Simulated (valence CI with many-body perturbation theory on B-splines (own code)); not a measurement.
# Pt46+: electric-dipole lines

Computed by valence CI with perturbative core correlation (CI+MBPT): four valence electrons over a frozen Dirac-Fock core [Ar] 3d10, radial functions for each j: 11 s, 11 p, 10 d, 8 f, 5 g, 2 h, with the one-electron correlation potential Σ1, the two-electron term Σ2, the three-electron term Σ3, Breit, model QED; selected CI, second order for the rest, scaled by the run's own slope (own B-spline code, finite nucleus).

The last digits are not significant, and no measured levels were compared; by estimate large intervals hold to a few tenths of a per cent, small ones and those within an open d or f shell to about a per cent. Among the levels kept, up to 410 cm⁻¹ of a level comes from second order outside the variational space, and about a tenth of that is noise between levels of different J, which matters for small intervals.

Lines 151 to 200 of 566 in falling wavelength, among levels below 775.66 eV, chosen from the strongest by gf and those to the six lowest levels. Wavelengths and rates use the calculated energies. Electric multipoles are in the length gauge, E1 and E2 with the static RPA response of the core. Weak lines are less certain than strong ones. Lines between different terms over intervals too small for the method are left out, as are lines whose strength nearly cancels. Where a level lies close to another of its J and parity, the split of strength between their lines is uncertain. The highest levels of a list are the least certain.

Levels are named by their leading jj configuration (3d3/2^4 stands for four electrons in 3d with j = 3/2), which in mixed levels can hold well under half, so a name can repeat and another be missing. Letters in brackets count levels of one name in rising energy.

| λ vac (nm) | Upper | Lower | A (s⁻¹) | S (a.u.) |
| --- | --- | --- | --- | --- |
| 6.153 | (4s^2 4d3/2 4d5/2) J=2 | (4s^2 4p3/2 4d3/2) J=2 | 1.17e+11 | 6.71e-02 |
| 6.149 | (4s 4p1/2 4p3/2 4d5/2) J=0 | (4s 4p1/2 4p3/2^2) J=1 [b] | 4.02e+11 | 4.62e-02 |
| 6.149 | (4s 4p1/2 4d5/2^2) J=3 [b] | (4s 4p1/2 4p3/2 4d5/2) J=3 [b] | 4.55e+10 | 3.66e-02 |
| 6.148 | (4s^2 4d3/2 4d5/2) J=1 | (4s^2 4p3/2 4d3/2) J=1 | 1.14e+11 | 3.93e-02 |
| 6.146 | (4s 4p1/2 4p3/2 4d5/2) J=3 [b] | (4s 4p1/2 4p3/2^2) J=3 | 9.70e+10 | 7.78e-02 |
| 6.129 | (4s^2 4p1/2 4d5/2) J=2 | (4s^2 4p1/2 4p3/2) J=1 | 2.36e+11 | 1.34e-01 |
| 6.124 | (4s 4p1/2 4d3/2 4d5/2) J=3 [a] | (4s 4p1/2 4p3/2 4d3/2) J=2 [a] | 1.02e+11 | 8.13e-02 |
| 6.121 | (4s 4p1/2^2 4d5/2) J=3 | (4s 4p1/2^2 4p3/2) J=2 | 2.84e+11 | 2.25e-01 |
| 6.117 | (4s^2 4p3/2 4f7/2) J=2 | (4s^2 4p3/2 4d5/2) J=2 | 3.64e+11 | 2.06e-01 |
| 6.117 | (4s 4p1/2 4d3/2 4d5/2) J=2 [c] | (4s 4p1/2 4p3/2 4d3/2) J=1 [b] | 1.44e+11 | 8.13e-02 |
| 6.113 | (4s 4p1/2 4p3/2 4f7/2) J=5 [a] | (4s 4p1/2 4p3/2 4d5/2) J=4 [a] | 2.56e+11 | 3.17e-01 |
| 6.113 | (4s 4p1/2 4p3/2 4d5/2) J=2 [b] | (4s 4p1/2 4p3/2^2) J=3 | 8.57e+10 | 4.83e-02 |
| 6.108 | (4s 4p1/2 4p3/2 4f7/2) J=4 [c] | (4s 4p1/2 4p3/2 4d5/2) J=3 [b] | 2.26e+11 | 2.29e-01 |
| 6.100 | (4s 4p1/2 4p3/2 4d5/2) J=2 [c] | (4s 4p1/2 4p3/2^2) J=2 [b] | 7.92e+10 | 4.44e-02 |
| 6.098 | (4s 4p1/2 4p3/2 4f5/2) J=2 [a] | (4s 4p1/2 4p3/2 4d3/2) J=2 [b] | 8.64e+10 | 4.84e-02 |
| 6.098 | (4s 4p3/2^2 4d5/2) J=1 [b] | (4s 4p3/2^3) J=1 | 4.86e+11 | 1.63e-01 |
| 6.095 | (4s 4p1/2 4d5/2^2) J=3 [a] | (4s 4p1/2 4p3/2 4d3/2) J=2 [d] | 7.63e+10 | 5.97e-02 |
| 6.091 | (4s 4p1/2 4p3/2 4d5/2) J=4 [b] | (4s 4p1/2 4p3/2^2) J=3 | 1.67e+11 | 1.68e-01 |
| 6.075 | (4s 4p1/2 4d5/2^2) J=2 [b] | (4s 4p1/2 4p3/2 4d5/2) J=3 [a] | 7.73e+10 | 4.28e-02 |
| 6.067 | (4s 4p1/2 4p3/2 4f7/2) J=4 [b] | (4s 4p1/2 4p3/2 4d5/2) J=3 [a] | 1.34e+11 | 1.33e-01 |
| 6.065 | (4s 4p1/2 4p3/2 4d5/2) J=3 [a] | (4s 4p1/2 4p3/2^2) J=2 [a] | 1.34e+11 | 1.03e-01 |
| 6.065 | (4s 4p1/2 4p3/2 4d5/2) J=1 [c] | (4s 4p1/2 4p3/2^2) J=1 [a] | 4.19e+11 | 1.38e-01 |
| 6.057 | (4s 4p1/2 4p3/2 4f7/2) J=4 [d] | (4s 4p1/2 4p3/2 4d5/2) J=3 [b] | 2.40e+11 | 2.37e-01 |
| 6.056 | (4s 4p1/2 4d5/2^2) J=4 [b] | (4s 4p1/2 4p3/2 4d5/2) J=4 [c] | 5.20e+10 | 5.13e-02 |
| 6.054 | (4s^2 4p3/2 4d5/2) J=1 | (4s^2 4p3/2^2) J=0 | 3.91e+11 | 1.29e-01 |
| 6.054 | (4s 4p3/2^2 4d3/2) J=4 | (4s^2 4p3/2 4d5/2) J=3 | 1.61e+11 | 1.59e-01 |
| 6.052 | (4s 4p1/2 4d3/2 4d5/2) J=2 [a] | (4s 4p1/2 4p3/2 4d3/2) J=1 [a] | 1.24e+11 | 6.79e-02 |
| 6.045 | (4s 4p1/2 4p3/2 4d5/2) J=3 [d] | (4s 4p1/2 4p3/2^2) J=2 [b] | 5.70e+11 | 4.35e-01 |
| 6.044 | (4s 4p1/2 4d5/2^2) J=2 [a] | (4s 4p1/2 4p3/2 4d3/2) J=1 [d] | 1.42e+11 | 7.73e-02 |
| 6.041 | (4p1/2^2 4p3/2 4d5/2) J=3 | (4p1/2^2 4p3/2^2) J=2 | 6.08e+11 | 4.63e-01 |
| 6.041 | (4s 4p1/2 4d3/2 4d5/2) J=2 [a] | (4s 4p1/2 4p3/2 4d3/2) J=2 [a] | 1.09e+11 | 5.93e-02 |
| 6.040 | (4s 4p1/2 4d3/2 4d5/2) J=5 | (4s^2 4p1/2 4f7/2) J=4 | 3.68e+10 | 4.40e-02 |
| 6.030 | (4s 4p1/2 4p3/2 4d5/2) J=1 [b] | (4s 4p1/2 4p3/2^2) J=0 | 2.92e+11 | 9.48e-02 |
| 6.030 | (4s 4p1/2 4p3/2 4d5/2) J=2 [c] | (4s 4p1/2 4p3/2^2) J=1 [a] | 2.49e+11 | 1.35e-01 |
| 6.027 | (4s 4p1/2 4d5/2^2) J=3 [a] | (4s 4p1/2 4p3/2 4d5/2) J=3 [a] | 2.74e+11 | 2.07e-01 |
| 6.027 | (4s 4p1/2 4d5/2^2) J=2 [a] | (4s 4p1/2 4p3/2 4d5/2) J=2 [a] | 1.49e+11 | 8.07e-02 |
| 6.018 | (4s 4p1/2 4p3/2 4f7/2) J=5 [d] | (4s 4p1/2 4p3/2 4d5/2) J=4 [b] | 2.40e+11 | 2.84e-01 |
| 6.018 | (4s 4p1/2 4p3/2 4d5/2) J=2 [d] | (4s 4p1/2 4p3/2^2) J=1 [b] | 5.26e+11 | 2.83e-01 |
| 6.017 | (4s 4p1/2 4d5/2^2) J=2 [c] | (4s 4p1/2 4p3/2 4d5/2) J=2 [b] | 6.92e+10 | 3.72e-02 |
| 6.009 | (4s^2 4p3/2 4f5/2) J=3 | (4s^2 4p3/2 4d3/2) J=2 | 1.35e+11 | 1.02e-01 |
| 5.999 | (4s 4p1/2 4d3/2 4d5/2) J=1 [a] | (4s 4p1/2 4p3/2 4d3/2) J=1 [a] | 2.22e+11 | 7.09e-02 |
| 5.990 | (4s 4p1/2 4d3/2 4d5/2) J=1 [a] | (4s 4p1/2 4p3/2 4d3/2) J=0 [a] | 1.93e+11 | 6.14e-02 |
| 5.984 | (4s 4p1/2 4p3/2 4f7/2) J=3 [b] | (4s 4p1/2 4p3/2 4d3/2) J=2 [c] | 6.01e+10 | 4.45e-02 |
| 5.975 | (4s 4p3/2^2 4d5/2) J=2 [a] | (4s 4p3/2^3) J=2 | 3.06e+11 | 1.61e-01 |
| 5.973 | (4s 4p1/2 4d3/2 4d5/2) J=4 [b] | (4s^2 4p1/2 4f7/2) J=4 | 4.28e+10 | 4.05e-02 |
| 5.971 | (4s 4p1/2 4p3/2 4d5/2) J=2 [d] | (4s 4p1/2 4p3/2^2) J=2 [b] | 1.03e+11 | 5.40e-02 |
| 5.962 | (4s 4p1/2 4d5/2^2) J=4 [a] | (4s 4p1/2 4p3/2 4d5/2) J=4 [a] | 9.27e+10 | 8.72e-02 |
| 5.948 | (4s 4p1/2 4p3/2 4f7/2) J=4 [c] | (4s 4p1/2 4p3/2 4d5/2) J=3 [a] | 3.92e+10 | 3.66e-02 |
| 5.947 | (4s^2 4p3/2 4f5/2) J=2 | (4s^2 4p3/2 4d3/2) J=1 | 6.82e+10 | 3.54e-02 |
| 5.941 | (4s 4p1/2 4p3/2 4f7/2) J=5 [b] | (4s 4p1/2 4p3/2 4d5/2) J=4 [a] | 7.37e+10 | 8.39e-02 |
